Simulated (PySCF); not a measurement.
Cartesian coordinates (Å):
```xyz
5

Cd    -0.1324     0.1292     0.2043
Cl     1.5250     1.5846     0.8564
N     -1.4583    -1.2237    -0.5243
H     -2.3262    -0.7282    -0.7875
H     -1.7441    -1.8536     0.2437
```
Charge 0, spin multiplicity 1.

### Question
Estimate the charge on the central atom (Mulliken), dipole moment, LUMO, HOMO–LUMO gap and total energy that TPSSh-D3(BJ)/def2-TZVP // BP86-D3(BJ)/def2-SVP (PySCF) returns for this input.

### Answer

| Property | Result |
|---|---|
| charge on the central atom (Mulliken) | 0.75 e |
| dipole moment | 2.77 D |
| LUMO | -1.85 eV |
| HOMO–LUMO gap | 4.92 eV |
| total energy | -683.9565 Ha |
